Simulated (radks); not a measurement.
Results of a calculation; reference values are marked as such.
Q: The strontium ion Sr10+, configuration [Ar] 3d10. Code: a radial shooting solver on a logarithmic mesh with Libxc functionals. Model: non-relativistic Kohn-Sham, LDA (Slater exchange, Perdew-Wang correlation), spin-unpolarised, spherical densities, point nucleus; relativity is left out, which matters for an element this heavy. Some entries of the table are withheld. Estimate them.

| orbital | occ. | eigenvalue (hartree) | <r^2> (bohr^2) |
|---|---|---|---|
| 1s | 2 | -579.6815 | 0.002166 |
| 2s | 2 | -83.10430 | (1) |
| 2p | 6 | -76.38545 | (2) |
| 3s | 2 | -18.18629 | 0.2869 |
| 3p | 6 | (3) | 0.2890 |
| 3d | 10 | -11.21755 | (4) |

A: 
(1) 2s <r^2> (bohr^2): 0.03691
(2) 2p <r^2> (bohr^2): 0.02828
(3) 3p eigenvalue (hartree): -15.71460
(4) 3d <r^2> (bohr^2): 0.2824
